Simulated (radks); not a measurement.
Values are calculated unless marked as measured or tabulated.
Excited configurations of the chromium ion Cr2+: one electron is placed in a higher orbital outside [Ar] 3d3. The ground configuration is [Ar] 3d4. Level of theory: non-relativistic Kohn-Sham, SCAN, spin-polarised, spherical densities, point nucleus; open shells are filled with parallel spins first; meta-GGA in the generalised Kohn-Sham scheme (a radial shooting solver on a logarithmic mesh with Libxc functionals). Excitation = E - E(ground); binding = E(ion) - E, where the ion is the core of charge +3; n* = 3/sqrt(2 binding) in atomic units, and the quantum defect is n - n*.

| outer orbital | excitation (eV) | binding (eV) | quantum defect | <r> (bohr) |
|---|---|---|---|---|
| 4p | 13.051 | 19.321 | 1.483 | 2.983 |
| 4d | 20.386 | 11.986 | 0.804 | 4.189 |
| 4f | 24.656 | 7.715 | 0.016 | 5.845 |
| 5p | 22.461 | 9.910 | 1.485 | 6.034 |
| 5d | 25.334 | 7.038 | 0.829 | 7.860 |
| 5f | 27.293 | 5.079 | 0.090 | 10.13 |
| 6p | 26.306 | 6.066 | 1.507 | 10.04 |
| 6d | 27.727 | 4.645 | 0.866 | 12.49 |
| 6f | 28.788 | 3.584 | 0.155 | 15.42 |
| 7d | 29.099 | 3.272 | 0.883 | 18.10 |
| 7f | 29.738 | 2.634 | 0.182 | 21.69 |

The Delta-SCF ionisation energy is 32.372 eV (NIST Atomic Spectra Database: 30.96 eV, measured). Self-interaction in the functional shifts the binding energies and quantum defects, so they are the method's values and not measured ones. Open shells are spherical and high-spin; term and fine-structure splittings are not resolved.
